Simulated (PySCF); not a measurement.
Assignment exercise: C4H9ClO3Si

Structure with atom numbers: `[CH3:1][O:2][C@@H:3]1[C@@H:4]([Cl:5])[C@H:6]1[O:7][SiH2:8][OH:9]`. Hydrogens are named by the atom that carries them. Ha(Si8) is pro-R; Hb(Si8) is pro-S.

Theoretical values (PySCF 2.14.0 with density-fitted response routines): PBE0/pcSseg-1 with gauge-including orbitals, coordinates at the GFN2-xTB level. Non-relativistic, one conformer, no solvent model, fast rotation and ring inversion assumed for equivalent nuclei.

Shifts are taken against calculated references (same method and geometry level): TMS for 13C (186.93 ppm) and 1H (31.72 ppm).

**Question.** Assign these signals to the numbered atoms. 13C{1H} NMR (computed): δ 71.3 (CH), 59.8 (CH3), 59.1 (CH), 44.0 (CH).

**Answer.** 
```tsv
δ (ppm)	atoms	environment	reason
71.3	C3	three-membered-ring carbon	deshielded by the electronegative neighbour
59.8	C1	methyl carbon bonded to O	deshielded by the electronegative neighbour
59.1	C6	three-membered-ring carbon	deshielded by the electronegative neighbour
44.0	C4	three-membered-ring carbon	–
```

C1 and C6 lie closer than the usual error of such a calculation, so a measured spectrum could show them in the other order.

**Question.** Assign these signals to the numbered atoms. 1H NMR (500 MHz, computed): δ 4.75 (m, 1H), 4.69 (m, 1H), 3.69 (m, 1H), 3.55 (s, 3H), 3.13 (m, 1H), 3.05 (m, 1H), 2.81 (br s, 1H).

**Answer.** 
| δ (ppm) | atoms | environment | reason |
| --- | --- | --- | --- |
| 4.75 | Hb(Si8) | hydrogen on a silicon bonded to 2 O | – |
| 4.69 | Ha(Si8) | hydrogen on a silicon bonded to 2 O | – |
| 3.69 | H(C6) | hydrogen on a three-membered-ring carbon | its carbon carries O, hence the downfield position |
| 3.55 | H(C1) | hydrogen on a methyl carbon bonded to O | its carbon carries O, an electronegative neighbour |
| 3.13 | H(C3) | hydrogen on a three-membered-ring carbon | its carbon carries O, hence the downfield position |
| 3.05 | H(C4) | hydrogen on a three-membered-ring carbon | – |
| 2.81 | H(O9) | hydrogen on an oxygen bonded to Si | exchangeable; this is the value without hydrogen bonding to other molecules |

Hb(Si8) and Ha(Si8); H(C3) and H(C4) lie closer than the usual error of such a calculation, so a measured spectrum could show them in the other order.

OH/NH shifts are gas-phase values; hydrogen bonding in solution moves them, usually downfield. Carbons that carry Cl, above all several Cl atoms, come out too deshielded, partly because spin–orbit coupling is missing. Shifts are as computed. Against solution values, carbons near 30 ppm lie about +3 ppm off and those near 130 ppm about +5 ppm; carbons on Cl a further +6 ppm. Of 1211 compounds with measured shifts, 218 miss one by over three times the rms of a fit or turn the order of signals round; such compounds aren't used in these exercises. No couplings were computed; multiplicities are counted from neighbouring protons, with m where these are inequivalent, close in shift, in a saturated or five-membered ring or joined by F or P, and br s for small geminal =CH2 splittings.
